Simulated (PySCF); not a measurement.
# [Sm(HCN)]3+ at several levels of theory

Computed with PySCF 2.14.0 (density fitting, no spin-orbit coupling) at the geometry relaxed with PBE0:

```xyz
4
[Sm(HCN)]3+ (singlet in the valence; each metal's 4f electrons, 5 of them, lie in its core potential, out of spins and levels)
Sm    0.0000    0.0000   -0.2722
N     0.0000    0.0000    1.9941
C     0.0000    0.0000    3.1599
H     0.0000    0.0000    4.2750
```

| level | basis | state | HOMO (eV) | gap (eV) | charge on Sm1 (e) | population of f-type functions on Sm1 (polarisation alone where 4f lies in the core) | dipole about the centre of mass (D) | largest force component (eV/Å) |
| --- | --- | --- | --- | --- | --- | --- | --- | --- |
| PBE0 | Sm lcecp-1-SVP with ECP51, N def2-SVP, C def2-SVP, H def2-SVP | singlet | -26.82 | 7.14 | 2.52 | 0.02 | 4.45 | 0.01 |
| r2SCAN | the same | singlet | -25.72 | 5.66 | 2.52 | 0.02 | 4.49 | 0.49 |
| revPBE | the same | singlet | -25.51 | 4.83 | 2.47 | 0.02 | 4.71 | 1.59 |

In the lcecp rows the 4f levels are missing from HOMO and gap, and the state counts the valence alone.

Charges are Mulliken's, which hang on the basis. The relaxation used the grid (50, 194), these runs (75, 302) or, all-electron (x2c bases, spin-free X2C Hamiltonian), (99, 590).

Task: What does PBE0 with Sm lcecp-1-TZVP with ECP51, N def2-TZVP, C def2-TZVP, H def2-TZVP give here?

Result: state singlet, HOMO (eV) -26.73, gap (eV) 7.09, charge on Sm1 (e) 2.60, population of f-type functions on Sm1 (polarisation alone where 4f lies in the core) 0.02, dipole about the centre of mass (D) 4.51, largest force component (eV/Å) 0.91. Time: 25 s on 2 threads of Intel(R) Xeon(R) Processor @ 2.50GHz (Skylake/Cascade Lake), with other jobs on the host, from free ions and atoms.

In the first row's basis the gap widens with exact exchange: 4.8 to 5.7 eV for revPBE, r2SCAN (none); 7.1 eV for PBE0 (a fixed share).

An lcecp potential fixes the number of 4f electrons, so in runs with it no electron can move into or out of that shell.
